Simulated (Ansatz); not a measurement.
```yaml
crystal:
  periodic: [true, true, true]
  atoms:
    - {symbol: F, position_ang: [0.956130, -2.891298, 1.489862]}
    - {symbol: Au, position_ang: [0.412771, -1.248197, 0.643216]}
    - {symbol: P, position_ang: [-0.189328, 0.572512, -0.295001]}
    - {symbol: F, position_ang: [-1.362905, 0.517351, -1.293722]}
    - {symbol: F, position_ang: [0.850249, 1.322086, -1.152429]}
    - {symbol: F, position_ang: [-0.666916, 1.727556, 0.608074]}
basis:
  gaussian: {orbitals: def2-mTZVP, point_charges: [{charge: 2.00, position_ang: [5.074, 0.998, -0.426]}]}
hamiltonian: {xc: {name: wB97X-V}}
scf: {lower_state_search: full}
output: {forces: true}
```

```sh
$ ansatz run in.yaml --threads 4 --pin off --events-out ev --progress --plain --max-ram 10444MiB
```

Output, abridged:

```
Error: YAML parse error: error: line 2 column 3: crystal: missing field `lattice` (a structure is typed as `lattice` and `atoms`, a molecule's as `atoms` in Å alone, or read from a run's directory, `checkpoint`)
 --> <input>:2:3
  |
1 | crystal:
2 |   periodic: [true, true, true]
  |   ^ crystal: missing field `lattice` (a structure is typed as `lattice` and `atoms`, a molecule's as `atoms` in Å alone, or read from a run's directory, `checkpoint`)
3 |   atoms:
4 |     - {symbol: F, position_ang: [0.956130, -2.891298, 1.489862]}
  |
```

(1) What is wrong with this run?

Results:

(1) The molecule is marked periodic without a cell. The input was rejected before any iteration.
